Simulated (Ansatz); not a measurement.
Born–Oppenheimer molecular dynamics of Cl2F3HW (7 atoms, charge 0, multiplicity 1). It starts from a relaxed structure.

Theory: RKS B3LYP-D4/def2-SVP in Ansatz 0.2.0.

```
ensemble        : NVT, Langevin thermostat
time step       : 2.5 fs
steps asked     : 40
set temperature : 1000 K
friction        : 0.01 /fs
seed            : 679759
```

First frame:

```xyz
7
Properties=species:S:1:pos:R:3
W 0.093 -0.131 0.093
Cl 0.122 0.170 2.353
Cl 2.353 0.170 0.122
H -0.176 1.528 -0.176
F -1.767 0.032 0.210
F -0.295 -1.932 -0.295
F 0.210 0.032 -1.767
```

(1) How far do the bonds stretch over the last three quarters of this one trajectory? (Pairs bonded in most of those frames.)

## Answers

(1) 
```tsv
bond	mean (Å)	spread (Å)	shortest	longest
W1–Cl2	2.310	0.077	2.22	2.43
W1–Cl3	2.300	0.090	2.15	2.42
W1–H4	1.750	0.111	1.57	1.91
W1–F5	1.867	0.048	1.82	1.96
W1–F6	1.905	0.034	1.86	1.96
W1–F7	1.889	0.034	1.84	1.94
```

Mean temperature of the second half: 934 K. A step of 2.5 fs is long for free X–H stretches (periods near 10 fs) and can bias their spread and the temperature. A run of 0.1 ps of so small a system gives no equilibrium averages.

Time of the run: 93 s on 4 threads of Intel(R) Xeon(R) Platinum 8375C CPU @ 2.90GHz (Ice Lake), on a shared host, peak memory 0.32 GiB.
